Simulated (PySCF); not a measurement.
Vertical excitations of a molecule C2H7BO from TDA-PBE/def2-SVPD (PySCF), as energy in eV (oscillator strength): 5.88 (0.000), 6.88 (0.012), 7.17 (0.025), 7.33 (0.145), 7.92 (0.039), 7.96 (0.021), 8.15 (0.003), 8.16 (0.009), 8.33 (0.009), 8.37 (0.007). Lowest triplet (TDA): 5.31 eV. The structure is a stationary point at TPSSh-D3(BJ)/def2-SVP. One conformer was computed; it need not be the lowest.

**Question.** Which molecule gave these data?
A) CCBO
B) BOCC
C) CB(C)O
D) CBOC

**Answer.** B, BOCC
